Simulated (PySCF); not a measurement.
# Computed NMR parameters against published values

Atom-mapped SMILES (the numbers label the heavy atoms): `[O:1]=[CH:2][c:3]1[cH:4][cH:5][n:6][cH:7][cH:8]1`. Hydrogens are named by the atom that carries them.

Published estimates (parent shift plus substituent increments) and measurements: δ 13C C5/C7 151.5; C3 141.2; C4/C8 123.0; δ 1H H(C5)/H(C7) 8.90; H(C4)/H(C8) 7.74 ppm (estimated from measurements, as parent shift plus tabulated substituent increment; solution, not stated per compound (mostly CDCl3 or CCl4); Pretsch, Buehlmann, Badertscher, Structure Determination of Organic Compounds, 4th ed. (2009)).

- structure optimised with GFN2-xTB
- PBE0/pcSseg-1 with gauge-including orbitals
- program: PySCF 2.14.0 with density-fitted response routines
- fast rotation and ring inversion assumed for equivalent nuclei, no solvent, a single conformation, relativity neglected

(1) How close does the calculation come?

(2) How far are the unscaled 13C shifts from the references?

(3) How far are the unscaled 1H shifts from the references?

Results:

(1) 
Reference values: estimated from measurements, as parent shift plus tabulated substituent increment (solution, not stated per compound (mostly CDCl3 or CCl4); Pretsch, Buehlmann, Badertscher, Structure Determination of Organic Compounds, 4th ed. (2009)).
```json
{"atoms": "C5/C7", "quantity": "δ 13C", "reference": "151.5", "computed": "157.4", "computed, scaled": "151.8"}
{"atoms": "C3", "quantity": "δ 13C", "reference": "141.2", "computed": "145.6", "computed, scaled": "140.2"}
{"atoms": "C4/C8", "quantity": "δ 13C", "reference": "123.0", "computed": "128.0", "computed, scaled": "123.0"}
{"atoms": "H(C5)/H(C7)", "quantity": "δ 1H", "reference": "8.90", "computed": "9.34", "computed, scaled": "8.91"}
{"atoms": "H(C4)/H(C8)", "quantity": "δ 1H", "reference": "7.74", "computed": "7.85", "computed, scaled": "7.51"}
```

Computed shifts are σ(ref) − σ with the named reference compound (TMS for H and C) calculated as an isolated molecule at the same level. The measured values may be among those fitted. Expected solution values come from regression of measured δ (H and C: mostly CDCl3, vs TMS) on computed σ: 13C (scatter 2.1 ppm rms, 2.3 ppm with the 2 outliers that the fit left out); 1H (scatter 0.16 ppm rms, 0.17 ppm with the 2 outliers that the fit left out). Occasional misses reach two or three times the rms, and more in compound classes unlike the fitted ones.

(2) Mean signed difference +5.10 ppm, mean absolute 5.10 ppm over 3 comparisons; the largest is +5.9 ppm at C5/C7 (aromatic CH next to a ring nitrogen).

(3) Mean signed difference +0.27 ppm, mean absolute 0.27 ppm over 2 comparisons; the largest is +0.44 ppm at H(C5)/H(C7) (hydrogen on an aromatic CH next to a ring nitrogen).
